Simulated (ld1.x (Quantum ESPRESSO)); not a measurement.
PBE RRKJ dataset for O, scalar-relativistic all-electron reference.

ld1.x (Quantum ESPRESSO) 7.5 was run on this input:

```
&input
   title='O', zed=8., rel=1, dft='PBE', iswitch=3,
   config='[He] 2s2 2p4',
   nld=2, rlderiv=1.70, eminld=-4.0, emaxld=5.0, deld=0.02
 /
 &inputp
   pseudotype=2, tm=.false., lloc=0,
   nlcc=.false.,
   file_pseudopw='O.UPF', file_wfcaegen='ae.wfc', file_wfcncgen='nc.wfc', file_beta='beta', file_chi='chi'
 /
2
2P  2  1   4.00   0.00  1.55  1.55  0.0
2S  1  0   2.00   0.00  0.70  0.70  0.0
 &test
   configts(1)='2s2 2p4'
 /
```

Command:

```bash
ld1.x < O.in > O.out
```

Output (shortened: banner, matrices, multipoles, cross overlaps and the repeated all-electron block are left out):

```
Program LD1 v.7.5
     --------------------------- All-electron run ----------------------------

     O
     scalar relativistic calculation

     atomic number is  8.00
     dft =PBE   lsd =0 sic =0 latt =0  beta=0.20 tr2=1.0E-14
     Exchange-correlation= PBE
                           (   1   4   3   4   0   0   0)
     mesh =1095 r(mesh) =  99.04343 a.u. xmin = -7.00 dx = 0.01250
     1 Ry =  13.60569312 eV, c = 137.03599908

     n l     nl                  e(Ry)          e(Ha)          e(eV)
     1 0     1S 1( 2.00)       -37.8295       -18.9148      -514.6969
     2 0     2S 1( 2.00)        -1.7611        -0.8806       -23.9616
     2 1     2P 1( 4.00)        -0.6637        -0.3319        -9.0308

     final scf error:  9.7E-15 reached in  23 iterations

     Etot =    -150.004152 Ry,     -75.002076 Ha,   -2040.910458 eV

     Ekin =     149.791567 Ry,      74.895784 Ha,    2038.018097 eV
     Encl =    -356.113718 Ry,    -178.056859 Ha,   -4845.173959 eV
     Eh   =      72.868749 Ry,      36.434374 Ha,     991.429835 eV
     Exc  =     -16.550750 Ry,      -8.275375 Ha,    -225.184431 eV

     normalization and overlap integrals

     s(1S/1S) =  1.000000  <r> =   0.1995  <r2> =    0.0538  r(max) =   0.1298
     s(2S/2S) =  1.000000  <r> =   1.1394  <r2> =    1.5805  r(max) =   0.8677
     s(2P/2P) =  1.000000  <r> =   1.2657  <r2> =    2.1375  r(max) =   0.8151

     ------------------------ End of All-electron run ------------------------

     --------------------- Generating NC pseudopotential ---------------------

      Generating local pot.: lloc=0, matching radius rcloc =   0.7000

      Wfc   2P  rcut= 1.561  Estimated cut-off energy=       72.86 Ry
      This function has    0 nodes for 0 < r <    1.561

     ------------------- End of pseudopotential generation -------------------

     Computing logarithmic derivative in   1.69355
     Computing logarithmic derivative in   1.69355
     Computing the partial wave expansion
       no projector for channel:   0
     R is outside the sphere for l=    1 j= 0.00

     ---------------------- Testing the pseudopotential ----------------------

     O
     scalar relativistic calculation

     atomic number is  8.00   valence charge is  6.00
     dft =PBE   lsd =0 sic =0 latt =0  beta=0.20 tr2=1.0E-14
     mesh =1095 r(mesh) =  99.04343 xmin = -7.00 dx = 0.01250

     n l     nl             e AE (Ry)        e PS (Ry)    De AE-PS (Ry)
     1 0     2S   1( 2.00)       -1.76114       -1.76117        0.00003
     2 1     2P   1( 4.00)       -0.66375       -0.66375        0.00000

     eps = 3.3E-15  iter = 16

     Etot =    -150.004152 Ry,     -75.002076 Ha,   -2040.910458 eV
     Etotps =   -31.187449 Ry,     -15.593725 Ha,    -424.326862 eV

     Ekin =      20.237320 Ry,      10.118660 Ha,     275.342761 eV
     Encl =     -65.005940 Ry,     -32.502970 Ha,    -884.450876 eV
     Ehrt =      26.903282 Ry,      13.451641 Ha,     366.037794 eV
     Ecxc =      -6.449549 Ry,      -3.224774 Ha,     -87.750583 eV
     Epseu=      -6.872561 Ry,      -3.436281 Ha,     -93.505959 eV

     ---------------------- End of pseudopotential test ----------------------
```

Generation and configuration tests took about 1 s on one core of a shared server CPU.

Transferability test of the new file with ld1.x, input:

```
&input
   title='O', zed=8., rel=1, dft='PBE', iswitch=2,
   config='[He] 2s2 2p4'
 /
 &test
   file_pseudo='O.UPF', nconf=8,
   configts(1)='2s2 2p4',
   configts(2)='2s2 2p3',
   configts(3)='2s2 2p2',
   configts(4)='2s2 2p1',
   configts(5)='2s2 2p3.5',
   configts(6)='2s2 2p0',
   configts(7)='2s0 2p6',
   configts(8)='2s2 2p4.3'
 /
```

```bash
ld1.x < O.test.in > O.test.out
```

Pseudopotential blocks of its output, shortened (energy terms left out):

```
     ---------------------- Testing the pseudopotential ----------------------

     n l     nl             e AE (Ry)        e PS (Ry)    De AE-PS (Ry)
     1 0     2S   1( 2.00)       -1.76114       -1.76117        0.00003
     2 1     2P   1( 4.00)       -0.66375       -0.66375        0.00000

     eps = 5.8E-15  iter = 19

     Etot =    -150.004152 Ry,     -75.002076 Ha,   -2040.910457 eV
     Etotps =   -31.187449 Ry,     -15.593725 Ha,    -424.326863 eV

     ---------------------- End of pseudopotential test ----------------------

          ---------------------- Testing the pseudopotential ----------------------

     n l     nl             e AE (Ry)        e PS (Ry)    De AE-PS (Ry)
     1 0     2S   1( 2.00)       -2.91523       -2.91726        0.00203
     2 1     2P   1( 3.00)       -1.79705       -1.79109       -0.00595  !

     eps = 1.6E-15  iter = 17

     Etot =    -148.796508 Ry,     -74.398254 Ha,   -2024.479622 eV
     Etotps =   -29.981651 Ry,     -14.990826 Ha,    -407.921147 eV
     dEtot_ae =       1.207644 Ry
     dEtot_ps =       1.205798 Ry,   Delta E=       0.001846 Ry

     ---------------------- End of pseudopotential test ----------------------

          ---------------------- Testing the pseudopotential ----------------------

     n l     nl             e AE (Ry)        e PS (Ry)    De AE-PS (Ry)
     1 0     2S   1( 2.00)       -4.28836       -4.28312       -0.00525  !
     2 1     2P   1( 2.00)       -3.17823       -3.14462       -0.03361  !

     eps = 9.3E-15  iter = 21

     Etot =    -146.327963 Ry,     -73.163981 Ha,   -1990.893355 eV
     Etotps =   -27.530199 Ry,     -13.765100 Ha,    -374.567440 eV
     dEtot_ae =       3.676189 Ry
     dEtot_ps =       3.657250 Ry,   Delta E=       0.018939 Ry

     ---------------------- End of pseudopotential test ----------------------

          ---------------------- Testing the pseudopotential ----------------------

     n l     nl             e AE (Ry)        e PS (Ry)    De AE-PS (Ry)
     1 0     2S   1( 2.00)       -5.84242       -5.80767       -0.03474  !
     2 1     2P   1( 1.00)       -4.77428       -4.67098       -0.10330  !

     eps = 1.8E-16  iter = 12

     Etot =    -142.368669 Ry,     -71.184335 Ha,   -1937.024424 eV
     Etotps =   -23.634786 Ry,     -11.817393 Ha,    -321.567651 eV
     dEtot_ae =       7.635483 Ry
     dEtot_ps =       7.552663 Ry,   Delta E=       0.082820 Ry

     ---------------------- End of pseudopotential test ----------------------

          ---------------------- Testing the pseudopotential ----------------------

     n l     nl             e AE (Ry)        e PS (Ry)    De AE-PS (Ry)
     1 0     2S   1( 2.00)       -2.30727       -2.30877        0.00150
     2 1     2P   1( 3.50)       -1.19639       -1.19502       -0.00137

     eps = 5.4E-15  iter = 19

     Etot =    -149.542165 Ry,     -74.771082 Ha,   -2034.624804 eV
     Etotps =   -30.725686 Ry,     -15.362843 Ha,    -418.044256 eV
     dEtot_ae =       0.461987 Ry
     dEtot_ps =       0.461763 Ry,   Delta E=       0.000224 Ry

     ---------------------- End of pseudopotential test ----------------------

          ---------------------- Testing the pseudopotential ----------------------

     n l     nl             e AE (Ry)        e PS (Ry)    De AE-PS (Ry)
     1 0     2S   1( 2.00)       -7.55005       -7.44613       -0.10393  !
     2 1     2P   1( 0.00)       -6.56027       -6.32006       -0.24021  !

     eps = 9.0E-15  iter = 10

     Etot =    -136.716273 Ry,     -68.358137 Ha,   -1860.119656 eV
     Etotps =   -18.147095 Ry,      -9.073547 Ha,    -246.903803 eV
     dEtot_ae =      13.287879 Ry
     dEtot_ps =      13.040354 Ry,   Delta E=       0.247524 Ry

     ---------------------- End of pseudopotential test ----------------------

          ---------------------- Testing the pseudopotential ----------------------

     n l     nl             e AE (Ry)        e PS (Ry)    De AE-PS (Ry)
     1 0     2S   1( 0.00)       -1.82640       -1.83146        0.00505  !
     2 1     2P   1( 6.00)       -0.72363       -0.72985        0.00622  !

     eps = 2.1E-15  iter = 16

     Etot =    -147.803835 Ry,     -73.901918 Ha,   -2010.973626 eV
     Etotps =   -28.988386 Ry,     -14.494193 Ha,    -394.407087 eV
     dEtot_ae =       2.200316 Ry
     dEtot_ps =       2.199063 Ry,   Delta E=       0.001253 Ry

     ---------------------- End of pseudopotential test ----------------------

          ---------------------- Testing the pseudopotential ----------------------

     n l     nl             e AE (Ry)        e PS (Ry)    De AE-PS (Ry)
     1 0     2S   1( 2.00)       -1.46858       -1.46773       -0.00086
     2 1     2P   1( 4.30)       -0.38148       -0.38152        0.00003

     eps = 6.4E-15  iter = 21

     Etot =    -150.160161 Ry,     -75.080080 Ha,   -2043.033064 eV
     Etotps =   -31.343483 Ry,     -15.671741 Ha,    -426.449811 eV
     dEtot_ae =      -0.156009 Ry
     dEtot_ps =      -0.156034 Ry,   Delta E=       0.000025 Ry

     ---------------------- End of pseudopotential test ----------------------
```
